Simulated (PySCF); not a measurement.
## Atomic charges by several schemes

Compound: vinylcyanodiacetylene, C₇H₃N.
Structure used (GFN2-xTB), in Å, numbered top down from 1:
```
atom  x, y, z in Å
C1    -2.6442    1.5926   -0.4489
C2    -1.3785    1.6569   -0.8579
C3    -0.3779    0.7849   -0.4139
C4     0.5046    0.0363   -0.0396
C5     1.4745   -0.7928    0.3775
C6     2.3565   -1.5449    0.7557
C7     3.3287   -2.3839    1.1808
N8     4.1546   -3.0996    1.5450
H9    -3.3859    2.2817   -0.8134
H10   -2.9717    0.8506    0.2602
H11   -1.0551    2.4058   -1.5714
```

Density: PBE0/pcSseg-1 (PySCF); schemes: Mulliken, IAO, Hirshfeld and ESP-fitted. Isolated species at its GFN2-xTB geometry, gas phase.

Task: Do the Mulliken, IAO, Hirshfeld and ESP-fitted schemes agree on where the charge is highest?

Result: The schemes don't all agree: Mulliken C5 (+0.152); IAO H11 (+0.181); Hirshfeld C7 (+0.084); ESP-fitted C7 (+0.570).

Task: Do the Mulliken, IAO, Hirshfeld and ESP-fitted schemes agree on where the charge is lowest?

Result: The schemes don't all agree: Mulliken C2 (-0.277); IAO C1 (-0.255); Hirshfeld N8 (-0.180); ESP-fitted N8 (-0.456).

Task: Give the atomic charges in each scheme.

Result: In e:

| atom | environment | Mulliken | IAO | Hirshfeld | ESP-fitted |
| --- | --- | --- | --- | --- | --- |
| C1 | terminal =CH2 carbon | -0.105 | -0.255 | -0.051 | -0.335 |
| C2 | alkene CH carbon | -0.277 | -0.162 | -0.029 | -0.127 |
| C3 | alkyne carbon | +0.025 | +0.038 | +0.014 | +0.105 |
| C4 | alkyne carbon | +0.089 | -0.059 | -0.036 | -0.211 |
| C5 | alkyne carbon | +0.152 | +0.035 | +0.012 | +0.269 |
| C6 | alkyne carbon | -0.024 | -0.060 | -0.010 | -0.375 |
| C7 | nitrile carbon | -0.068 | +0.144 | +0.084 | +0.570 |
| N8 | nitrile nitrogen | -0.216 | -0.202 | -0.180 | -0.456 |
| H9 | vinylic hydrogen | +0.138 | +0.169 | +0.064 | +0.182 |
| H10 | vinylic hydrogen | +0.139 | +0.169 | +0.062 | +0.203 |
| H11 | vinylic hydrogen | +0.147 | +0.181 | +0.070 | +0.176 |

Mean size of the charges over all atoms: ESP-fitted 0.274 e, IAO 0.134 e, Mulliken 0.125 e, Hirshfeld 0.056 e. Each set sums to the total charge, 0, to within 0.001 e. The ESP scheme fits charges at the nuclei, held to the total charge, to the electrostatic potential on points at 1.4 to 2.0 times the van der Waals radii.

Task: How many electrons does the ESP-fitted scheme count on C2?

Result: Z − q = 6 − (-0.127) = 6.127.

Task: How closely do the schemes follow one another over all atoms?

Result: Correlation coefficient and root-mean-square difference: IAO with Hirshfeld 0.86, 0.097 e; Hirshfeld with ESP-fitted 0.83, 0.250 e; IAO with ESP-fitted 0.83, 0.199 e; Mulliken with IAO 0.75, 0.105 e; Mulliken with Hirshfeld 0.64, 0.113 e; Mulliken with ESP-fitted 0.50, 0.266 e.

These values come from a run that also computed NMR shieldings. Time: 15 s of wall time. Hardware: one thread, x86-64 server, no GPU, shared host.
